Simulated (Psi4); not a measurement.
Computed with Psi4 with SAPT0/jun-cc-pVDZ, frozen core.

Psi4 input:

```
molecule {
0 1
C -1.16860149 -0.07928129 0.05539894
O -0.00546650 -0.70533023 -0.43576476
C 1.16800103 0.00081482 -0.10387132
H -1.15214138 -0.00402124 1.15100669
H -2.01971708 -0.68801800 -0.24598657
H -1.28634196 0.93109861 -0.35880140
H 1.29447342 0.08081822 0.98419370
H 1.15987683 1.01452067 -0.52649112
H 2.00991712 -0.55060156 -0.51968415
--
0 1
Si 1.06527736 -3.48689014 1.84767321
O 0.05146633 -3.34786232 0.55016426
H 0.71082429 -2.52828165 2.92384292
H 0.90705055 -4.87044136 2.33626406
H 2.47895768 -3.24555159 1.46557983
H 0.00969201 -2.50835778 0.08670310
units angstrom
symmetry c1
no_reorient
no_com
}
set basis jun-cc-pvdz
set scf_type df
set freeze_core true
energy('sapt0')
```

Part of the output:

```
    SAPT Results
  --------------------------------------------------------------------------------------------------------
    Electrostatics                -16.30958469 [mEh]     -10.23441891 [kcal/mol]     -42.82080871 [kJ/mol]
      Elst10,r                    -16.30958469 [mEh]     -10.23441891 [kcal/mol]     -42.82080871 [kJ/mol]

    Exchange                       15.42906554 [mEh]       9.68188480 [kcal/mol]      40.50900599 [kJ/mol]
      Exch10                       15.42906554 [mEh]       9.68188480 [kcal/mol]      40.50900599 [kJ/mol]
      Exch10(S^2)                  15.29406908 [mEh]       9.59717324 [kcal/mol]      40.15457285 [kJ/mol]

    Induction                      -5.09994639 [mEh]      -3.20026468 [kcal/mol]     -13.38990741 [kJ/mol]
      Ind20,r                      -7.09410999 [mEh]      -4.45162123 [kcal/mol]     -18.62558322 [kJ/mol]
      Exch-Ind20,r                  4.07506499 [mEh]       2.55714189 [kcal/mol]      10.69908167 [kJ/mol]
      delta HF,r (2)               -2.08090140 [mEh]      -1.30578534 [kcal/mol]      -5.46340586 [kJ/mol]

    Dispersion                     -4.54909485 [mEh]      -2.85460011 [kcal/mol]     -11.94364688 [kJ/mol]
      Disp20                       -5.46869248 [mEh]      -3.43165634 [kcal/mol]     -14.35805013 [kJ/mol]
      Exch-Disp20                   0.91959763 [mEh]       0.57705623 [kcal/mol]       2.41440325 [kJ/mol]
      Disp20 (SS)                  -2.73434624 [mEh]      -1.71582817 [kcal/mol]      -7.17902506 [kJ/mol]
      Disp20 (OS)                  -2.73434624 [mEh]      -1.71582817 [kcal/mol]      -7.17902506 [kJ/mol]
      Exch-Disp20 (SS)              0.53278329 [mEh]       0.33432656 [kcal/mol]       1.39882233 [kJ/mol]
      Exch-Disp20 (OS)              0.38681435 [mEh]       0.24272967 [kcal/mol]       1.01558093 [kJ/mol]

  Total HF                         -5.98046555 [mEh]      -3.75279879 [kcal/mol]     -15.70171014 [kJ/mol]
  Total SAPT0                     -10.52956040 [mEh]      -6.60739890 [kcal/mol]     -27.64535701 [kJ/mol]
```
